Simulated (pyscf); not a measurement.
Thermochemistry of product channels of H₂Si=PH + gallane (GaH₃) on the singlet surface, in kcal/mol, from CCSD(T)/def2-TZVPP + ΔMP2(QZVPP) energies (ideal gas, 1 atm, RRHO with modes under 100 cm⁻¹ raised to 100, one conformer, R ln 2 for chiral ones without a mode under 150 cm⁻¹). Optimised with ωB97X-D3(BJ)/def2-SVP in PySCF. MP2 and CC: frozen core, UHF for open shells. ΔMP2 is the change of the MP2 total energy from the triple- to the quadruple-zeta basis.

```tsv
products	ΔE	ΔH(298 K)	ΔG(600 K)	ΔG(1200 K)
H₂P–SiH₂–GaH₂	?	-35.4	-17.4	?
H₃Si–PH–GaH₂	-48.8	-46.2	-27.1	-9.5
```

Fill in the missing entries.


- H₂P–SiH₂–GaH₂, ΔE: -37.9
- H₂P–SiH₂–GaH₂, ΔG(1200 K): -0.9

These are energies of the channels, which say nothing of barriers. The CCSD(T) − MP2 part came from Ansatz, without density fitting, on the same reference. The frozen core leaves the outer d or s,p core shells of the metals and heavy elements correlated in the MP2 and CC values, and def2-TZVPP describes them poorly, which can shift differences by a few kcal/mol. Elements up to Kr have no core potential and no relativistic terms here.
